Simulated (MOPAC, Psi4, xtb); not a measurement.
Conformational energy of SMILES CO[SiH2][Si](C)(C)C. Scanned: dihedral C1–O2–Si3–Si4; all other coordinates were relaxed at GFN2-xTB. Points at φ and −φ are mirror images. Heavy atoms are numbered in the order of the SMILES CO[SiH2][Si](C)(C)C, hydrogens after them in the order of the atoms that carry them; the mirror image has the same energies with the sign of each dihedral reversed.

- PM7, restricted, heats of formation // GFN2-xTB (MOPAC)
- GFN1-xTB // GFN2-xTB (xtb)
- PBE-D3(BJ)/def2-SVP // GFN2-xTB (Psi4)

Energies relative to the lowest point of each profile, in kJ/mol:

| φ / ° | PM7 | GFN1-xTB |
|---|---|---|
| -150 | 3.9 | 9.6 |
| -120 | 3.8 | 5.5 |
| -90 | 0.0 | 7.8 |
| -60 | 0.9 | 7.1 |
| -30 | 4.5 | 3.5 |
| 0 | 6.3 | 0.0 |
| 30 | 4.5 | 3.5 |
| 60 | 0.9 | 7.1 |
| 90 | 0.0 | 7.8 |
| 120 | 3.8 | 5.5 |
| 150 | 3.9 | 9.6 |
| 180 | 3.3 | 10.5 |

Q: Predict the corresponding PBE-D3(BJ)/def2-SVP column.

A: -150: 1.8; -120: 5.2; -90: 4.6; -60: 4.1; -30: 5.8; 0: 7.4; 30: 5.8; 60: 4.1; 90: 4.6; 120: 5.2; 150: 1.8; 180: 0.0 (kJ/mol).
